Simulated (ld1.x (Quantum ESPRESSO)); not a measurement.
## Os, RRKJ: configuration errors across variants

osmium (Os), norm-conserving RRKJ (Kleinman–Bylander form), made with ld1.x (Quantum ESPRESSO) 7.5 (PBEsol, fully relativistic). Core [Xe] 4f14, reference 5d6 6s1.5 6p0.5. Waves: 6p (bound): rc 3.85 bohr; 5d (bound): rc 1.50 bohr; 6s (bound): rc 1.90 bohr. Local part: the s channel. Core correction: a·sin(br)/r model core, default radius (core density twice the valence density).

Open shells are filled in proportion to 2j + 1 (rel_dist='average').

All-electron excitation energies from the reference (eV): (1) 5d6 6s2 6p0 -2.494; (2) 5d6 6s1 6p0 7.137; (3) 5d6 6s0 6p0 24.081; (4) 5d4 6s0 6p0 94.440; (5) 5d6 6s0 6p1 13.284; (6) 5d7 6s1 6p0 -2.176; (7) 5d5 6s0 6p0 52.953.

1 further variants failed, have other tests or too few solved ones, and are left out.

Errors AE − PS in meV (a dash: test not solved or not reliable):

```csv
change,(1),(2),(3),(4),(5),(6),(7),bound ghosts
base,-0.6,-2.8,-20,-569,-7.4,-51,-126,none
wave 6p (bound): rc 3.85 bohr becomes 6p (bound): rc 2.46 bohr,-0.2,-3.0,-22,-593,-1.7,-46,-138,none
wave 6p (bound): rc 3.85 bohr becomes 6p (bound): rc 4.28 bohr,0.0,-3.4,-23,-589,-0.3,-48,-137,none
wave 6p (bound): rc 3.85 bohr becomes 6p (bound): rc 5.02 bohr,+2.0,-7.2,-35,-646,+22,-39,-170,none
wave 6p (bound): rc 3.85 bohr becomes 6p (bound): rc 5.84 bohr,+3.0,-9.9,-43,-677,+36,-35,-188,none
```

(1) Give the same row for: wave 6p (bound): rc 3.85 bohr becomes 6p (bound): rc 3.96 bohr.

Results:

(1) -0.5, -2.9, -21, -573, -6.2, -50, -128; bound ghosts: none.
